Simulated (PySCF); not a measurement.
Gas-phase reaction: 2 TaOCl₃ + 3 F₂O → 2 TaOF₃ + O₃ + 6 Cl

Energies from PySCF, thermal terms from the rigid-rotor harmonic-oscillator model, ideal gas at 1 bar. † marks an energy on the PBE0/def2-TZVP geometry and frequencies. MP2 freezes the core. Open shells (unrestricted): Cl (multiplicity 2); the rest are closed-shell singlets. Spin-orbit splitting is ignored; it lowers the true energy and changes the entropy of Cl. B3LYP is the form with VWN-RPA correlation. Ta: scalar-relativistic def2 core potential, no spin-orbit coupling. TaOF₃: computed as isolated molecules; such fragments, hydroxides, amides, oligomers or adducts are transient or little studied in the gas. MP2 isn't extrapolated to the basis-set limit. Strong static correlation: O₃.

B3LYP/def2-TZVP† gives ΔH°(298 K) = -361 kJ.

Question: What do LDA/def2-TZVP†, MP2/def2-TZVPP†, ωB97X-V/def2-TZVP† give?

Answer: LDA/def2-TZVP†: 43 kJ; MP2/def2-TZVPP†: -391 kJ; ωB97X-V/def2-TZVP†: -283 kJ. For scale, ΔH°(298 K) is -361 kJ at this level, -262 kJ at ωB97M-V/def2-TZVP†, and runs from -837 to 115 kJ over the 18 levels computed.
